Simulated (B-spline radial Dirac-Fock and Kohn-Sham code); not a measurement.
**Magnetic form factor of the 5d shell of Ir⁺**

System: the Ir⁺ ion, [Xe] 4f14 5d7 6p1 (not the ground configuration).

Input of the calculation (task.json; shells as n, l, electrons):

```json
{"items": [{
  "Z": 77,
  "q": 1,
  "cfg": [[1, 0, 2], [2, 0, 2], [2, 1, 6], [3, 0, 2], [3, 1, 6], [3, 2, 10], [4, 0, 2], [4, 1, 6], [4, 2, 10], [4, 3, 14], [5, 0, 2], [5, 1, 6], [5, 2, 7], [6, 1, 1]],
  "A": 193,
  "rrms": 5.4032,
  "do": ["scatter"],
  "s": [0.0, 0.05, 0.1, 0.15, 0.2, 0.25, 0.3, 0.35, 0.4, 0.45, 0.5, 0.6, 0.7, 0.8, 0.9, 1.0, 1.1, 1.2, 1.4, 1.6, 1.8, 2.0, 2.5, 3.0, 3.5, 4.0, 5.0, 6.0],
  "pz": [0, 0.1, 0.14, 0.2, 0.29, 0.41, 0.57, 0.82, 1.2, 1.6, 2.3, 3.3, 4.7, 6.6, 9.4, 13.0, 19.0, 27.0, 38.0, 54.0, 77.0],
  "hv_scatter": [1000, 2000, 17479.3, 20000, 30000, 50000, 200000, 500000]
}]}
```

Launch: `python xray_run.py task.json out`

The computed values come from an atomic code on a B-spline grid: Dirac-Fock densities. ⟨j_K⟩ is the integral of the 5d radial density with the spherical Bessel function j_K(4πsr), s = sin θ/λ.

```
s (Å⁻¹)     ⟨j0⟩     ⟨j2⟩     ⟨j4⟩
      0   1.0000   0.0000   0.0000
   0.05   0.9445   0.0219   0.0002
    0.1   0.7968   0.0771   0.0030
   0.15   0.6018   0.1415   0.0122
    0.2   0.4059   0.1927   0.0291
   0.25   0.2403   0.2192   0.0512
    0.3   0.1177   0.2205   0.0739
   0.35   0.0372   0.2025   0.0931
    0.4  -0.0088   0.1730   0.1063
   0.45  -0.0298   0.1387   0.1126
    0.5  -0.0344   0.1048   0.1126
    0.6  -0.0201   0.0489   0.0986
    0.7   0.0006   0.0142   0.0752
    0.8   0.0152  -0.0023   0.0508
    0.9   0.0215  -0.0068   0.0303
      1   0.0214  -0.0048   0.0152
    1.1   0.0179  -0.0004   0.0055
    1.2   0.0129   0.0040   0.0003
    1.4   0.0042   0.0095  -0.0019
    1.6  -0.0004   0.0100   0.0008
```

Radial moments of the shell: ⟨r²⟩ = 3.107, ⟨r⁴⟩ = 17.45, ⟨r⁶⟩ = 167.1 in powers of bohr.
